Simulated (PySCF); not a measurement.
## How methods differ on the ionisation energy of Ne²⁺

Ne²⁺ [He] 2s2 2p4 (3P) → Ne³⁺ [He] 2s2 2p3 (4S), as a difference of total energies. Calculation: PySCF 2.14, in aug-cc-pwCVTZ (7s6p4d2f, 59 functions); no relativity, point nucleus. Correlated levels: valence: 1s2 frozen; valence and next inner shell: nothing frozen. The calculations carry no spin-orbit coupling.

| method | ionisation energy (eV) |
| --- | --- |
| UHF | 61.803 |
| LDA | 63.609 |
| PBE | 63.864 |
| PBE0 | 63.714 |
| r2SCAN | 63.600 |
| MN15 | 63.846 |
| PW91 | 64.028 |
| M06 | 63.686 |
| B2PLYP | 63.600 |
| MP2 (valence) | 63.036 |
| SCS-MP2 (valence) | 63.152 |
| MP2 (valence and next inner shell) | 63.072 |
| SCS-MP2 (valence and next inner shell) | 63.171 |

How much does correlation contribute at MP2 (valence and next inner shell)?

63.072 − (61.803) = 1.269 eV, measured against UHF.

A first-order spin-orbit estimate (lowest level to lowest level, LS coupling) adds 0.037 eV.

Errors of the correlated levels include the incompleteness of this basis and the frozen core.

For comparison: 63.423 eV (measured; NIST Atomic Spectra Database, ionization energies).
